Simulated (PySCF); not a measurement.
`InChI=1S/C7H12O/c1-2-7-4-5(7)3-6(7)8/h5-6,8H,2-4H2,1H3/t5-,6-,7+/m1/s1`

Cartesian coordinates in Å; atom numbers follow the order of the lines, from 1:
```xyz
20

C     1.8159   -1.4207    0.6349
C     1.1389   -0.1240    1.0768
C     0.0707    0.2965    0.1085
C     0.3143    1.1425   -1.1060
C    -0.6546    1.6118   -0.0633
C    -1.9810    0.8924   -0.2675
C    -1.2500   -0.4582   -0.0978
O    -1.3398   -1.2959   -1.2211
H     1.0987   -2.2393    0.6184
H     2.2383   -1.3074   -0.3611
H     2.6167   -1.6863    1.3207
H     0.6959   -0.2659    2.0673
H     1.8843    0.6711    1.1547
H     1.2651    1.6528   -1.1491
H    -0.0611    0.8148   -2.0647
H    -0.5337    2.5360    0.4764
H    -2.7173    1.0808    0.5094
H    -2.4364    1.0258   -1.2469
H    -1.5640   -0.9969    0.8080
H    -0.6060   -1.9192   -1.2007
```

Method used: TDDFT B3LYP/def2-SVPD circular dichroism and optical rotation, one conformer, gas phase (PySCF 2.14.0). Geometry: GFN2-xTB.

The molecule is flexible and this is one conformer; a measurement averages over conformers. States above about 7.1 eV (minus the energy of the highest occupied orbital) lie near or above the ionisation threshold and depend on the basis.

Stereocentres: C3 S, C5 S, C7 R.

(1) What is the specific rotation at 633, 589.3, 546, 436, 405, 365, 355 nm?

(2) And for the mirror image at 589.3 nm?

(3) What is the molar rotation [Φ] = [α]·M/100 of the geometry above at 589.3 nm?

Results:

(1) [α] in deg dm⁻¹ (g/mL)⁻¹:
```
λ (nm)  origin-invariant length gauge  modified velocity gauge  length gauge (centre of mass)  isotropic polarisability (au)
   633                          +43.7                    +34.2                          +43.2                           84.6
 589.3                          +51.3                    +40.3                          +50.8                           84.9
   546                          +61.2                    +48.1                          +60.5                           85.2
   436                         +105.6                    +83.8                         +104.5                           86.6
   405                         +128.0                   +102.0                         +126.6                           87.2
   365                         +170.4                   +136.8                         +168.7                           88.3
   355                         +184.7                   +148.6                         +182.8                           88.7
```

(2) -51.3 deg dm⁻¹ (g/mL)⁻¹ (origin-invariant length gauge): the same size and the opposite sign.

(3) With M = 112.17 g/mol, +57.6 deg cm² dmol⁻¹ (origin-invariant length gauge).

The first excitation lies at 6.38 eV (194 nm) with R = -8.7 × 10⁻⁴⁰ esu² cm² (velocity form).
